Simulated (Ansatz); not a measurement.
```yaml
crystal:
  periodic: [false, false, false]
  atoms:
    - {symbol: C, position_ang: [-0.533262, 0.525848, -0.929188]}
    - {symbol: C, position_ang: [0.261819, -0.082795, -0.003895]}
    - {symbol: Ga, position_ang: [-0.271499, -0.454812, 1.908551]}
    - {symbol: H, position_ang: [-1.617838, 0.266833, -1.111267]}
    - {symbol: H, position_ang: [-0.124134, 0.547127, -1.914365]}
    - {symbol: H, position_ang: [-0.666119, 1.428919, -0.616856]}
    - {symbol: H, position_ang: [1.426821, 0.139951, 0.121988]}
    - {symbol: H, position_ang: [0.631029, -1.274356, -0.483728]}
    - {symbol: H, position_ang: [0.583100, -1.179164, 2.808571]}
basis:
  gaussian: {orbitals: cc-pVDZ, fitting: {mean_field: def2-universal-jkfit}, final_grid: {core_spheres: 20, valence_spheres: 16, degree: 47}, nuclear_model: gaussian}
magnetization: {spin_polarized: true, initial_magnetization: 1}
hamiltonian: {xc: {name: r2SCAN}, dispersion: d4}
accuracy: high
output: {forces: true}
```

```sh
$ ansatz run in.yaml --threads 4 --pin off --events-out ev --progress --plain --max-ram 10444MiB
```

It prints (some lines left out):

```
Functional definition: r2SCAN
  name "r2SCAN"
  cite "Furness, Kaplan, Ning, Perdew & Sun, J. Phys. Chem. Lett. 11, 8208 (2020) doi:10.1021/acs.jpclett.0c02405"
  cite "Furness, Kaplan, Ning, Perdew & Sun, J. Phys. Chem. Lett. 11, 9248 (2020) doi:10.1021/acs.jpclett.0c03077"
  parent r2scan
  parameter k0 = 0.174
  parameter k1 = 0.065
  parameter a1 = 4.9479
  exchange = r2scan_x(k0 = k0, k1 = k1, a1 = a1)
  correlation = r2scan_c
524 factors; integrals over basis functions are off by at most 3.3e-1 eV
mean field evaluation 1: about -54533.0674 eV, gradient 4.5e1 eV
mean field evaluation 2: about -54495.3985 eV, gradient 8.2e1 eV
mean field evaluation 4: about -54543.3365 eV, gradient 6.1e0 eV
mean field evaluation 8: about -54543.5502 eV, gradient 1.1e-1 eV
mean field evaluation 16: about -54543.5503 eV, gradient 2.0e-4 eV
mean field -54543.55028007 eV, -2004.4385018464 hartree, gradient 6.7e-8 eV, S^2 0.752346; 0 other end points of the search recorded, 0 dependent functions left out
the calculation of the forces begins
reference -54543.55028369 eV, -2004.4385019794 hartree; 25, 24 occupied and 60, 61 virtual orbitals, 524 factors
Total energy: -54543.58475829 eV, -2004.4397688977 hartree
Atom 0 at    -0.533262     0.525848    -0.929188 Å, force    -3.281616    -1.953491    -4.979026 eV/Å
Atom 1 at     0.261819    -0.082795    -0.003895 Å, force     6.182374    -7.528070     3.319580 eV/Å
Atom 2 at    -0.271499    -0.454812     1.908551 Å, force    -1.707646     1.384279    -2.033322 eV/Å
Atom 3 at    -1.617838     0.266833    -1.111267 Å, force     0.794282    -0.910395     0.631241 eV/Å
Atom 4 at    -0.124134     0.547127    -1.914365 Å, force     0.586577     0.232736    -1.249905 eV/Å
Atom 5 at    -0.666119     1.428919    -0.616856 Å, force    -0.797568     6.966418     1.606589 eV/Å
Atom 6 at     1.426821     0.139951     0.121988 Å, force    -2.154178     0.761390    -0.473835 eV/Å
Atom 7 at     0.631029    -1.274356    -0.483728 Å, force    -1.318846     2.412028     1.570063 eV/Å
Atom 8 at     0.583100    -1.179164     2.808571 Å, force     1.696620    -1.364895     1.608615 eV/Å
Dipole moment:     0.071659     0.066791    -0.138081 e Å
```

Hardware: 4 threads of an INTEL XEON PLATINUM 8581C on a shared host. Wall time 1.6 s, peak host memory 0.38 GiB.
